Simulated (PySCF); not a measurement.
Species: H₉NSeSi₃.
Bonds: Si1–N2, N2–Si3, N2–Si4, Si4–Se5. Hydrogens: H6, H7, H8 on Si1; H9, H10, H11 on Si3; H12, H13 on Si4; H14 on Se5.

A GFN2-xTB structure was refined with PBE0-D3(BJ)/def2-SVP geometry optimisation, gas phase (PySCF 2.14.0). Its GFN2-xTB values:

```tsv
coordinate	GFN2-xTB
Si1–N2	1.743 Å
Si1–H6	1.481 Å
Si1–H8	1.429 Å
N2–Si4	1.760 Å
Si4–Se5	2.244 Å
Si4–H12	1.453 Å
Se5–H14	1.420 Å
Si1–N2–Si3	120.3°
Si1–N2–Si4	117.5°
N2–Si4–Se5	109.1°
Si3–N2–Si4	122.0°
Si1–N2–Si4–Se5	-159°
```

How do these coordinates change at the PBE0-D3(BJ)/def2-SVP level?

```csv
coordinate,PBE0-D3(BJ)/def2-SVP (Å or °),change
Si1–H8,1.492,+0.063
Se5–H14,1.472,+0.052
Si4–H12,1.493,+0.040
Si4–Se5,2.284,+0.040
N2–Si4,1.744,-0.016
Si1–H6,1.495,+0.014
Si1–N2,1.757,+0.014
Si1–N2–Si4,123.3,+5.8
Si3–N2–Si4,118.5,-3.5
Si1–N2–Si3,118.2,-2.1
N2–Si4–Se5,110.4,+1.3
Si1–N2–Si4–Se5,-137,+22
```

The energy falls by 10.1 kcal/mol over 20 energy and gradient evaluations, the largest force component goes from 0.0285 to 3.3e-04 Eh/bohr, and the atoms move by 0.683 Å rms after alignment. The bond that changes most is Si1–H8 (SiH3 silicon to Si–H hydrogen), which lengthens by 0.063 Å. Bonds longer at the end by more than 0.005 Å: 12 of 13; shorter: 1. Among the dihedrals that turn most is H13–Si4–Se5–H14, from 39° to -59°. Rotational constants go from 2867, 766.7, 628.3 to 2692, 742.5, 632.9 MHz.

The run used 145 basis functions and 137 SCF cycles in all. Time: 2.4 min; peak memory 0.58 GiB. Hardware: one thread of an Intel Xeon 6975P-C, on a shared host.

No PBE0-D3(BJ)/def2-SVP frequencies stand behind this structure, so it isn't proved a minimum. One conformer, not necessarily the lowest.
